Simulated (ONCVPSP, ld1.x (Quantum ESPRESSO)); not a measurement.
# Potentials for Re compared

Generated with ld1.x 7.5 (TM, RRKJ, ultrasoft, PAW), atompaw 4.2 or ONCVPSP 4.0.1. The cutoff is in Ry: for ld1.x and atompaw files where the sum of valence levels is converged to 10 mRy in a Bessel basis, for ONCV files where the hardest occupied wave has 1 mHa per electron of residual kinetic energy. The error is the largest all-electron minus pseudo excitation energy over each file’s own four to seven test configurations (ionisations up to +4, promotions, holes and added fractions of an electron), all of which were solved. The labels leave out finer settings (local radius, basis sizes, second energies), which also bear on the numbers. Spin-polarised tests are not counted. The rows are a selection from randomly drawn settings: files with unsolved tests, undetermined cutoffs or missed reference levels are left out.

A true bound ghost makes a file unfit for plane-wave use even where its test errors are small: the radial tests pick states by their node count and pass the ghost by.

```tsv
potential	cutoff (Ry)	largest error (meV)	bound ghosts
TM semilocal, PW91, scalar-relativistic, rc 2.00/1.30/1.90 (spd), local p, core correction yes, reference 5p6 5d5 6s2 6p0	100	-48	none
TM, PBE, scalar-relativistic, rc 2.75/2.85/2.00 (spd), local smoothed, core correction no, reference 5d5 6s2 6p0	35	+120	s, p
RRKJ, PBE, scalar-relativistic, rc 2.00/2.80/2.00 (spd), local s, core correction yes, reference 5d5 6s2 6p0	35	-689	none
PAW, PBE, scalar-relativistic, rc 2.80/4.20/2.85/1.76 (spdf), local smoothed, core correction yes, reference 4f14 5d5 6s2 6p0	45	-108	s, p
ONCV, LDA (Perdew-Wang 92), fully relativistic, rc 1.70/1.60/2.60 (spd), local smoothed, core correction yes, reference 5s2 5p6 5d5 6s2, qcut 8.5/9.9/6.3, projectors 2/3/3	59	+8.7	none
ONCV, PBEsol, scalar-relativistic, rc 1.40/1.80/2.50 (spd), local smoothed, core correction no, reference 5s2 5p6 5d5 6s2, qcut 6.5/7.2/7.2, projectors 3/2/2	49	-13	none
ONCV, PBEsol, scalar-relativistic, rc 1.75/1.60/2.40 (spd), local smoothed, core correction yes, reference 5s2 5p6 5d6 6s1, qcut 9/7.5/6.6, projectors 2/2/1	44	-7.9	none
```

Question: Fill in the row for Re: ONCV, PBEsol, fully relativistic, rc 1.75/2.00/1.50/0.55 (spdf), local smoothed, core correction no, reference 4f14 5s2 5p6 5d5 6s1.5 6p0.5, qcut 5.5/6.7/7/21.4, projectors 2/2/2/1.

Answer: cutoff 1787 Ry, largest error -4.6 meV, bound ghosts: s, p3/2, p1/2.
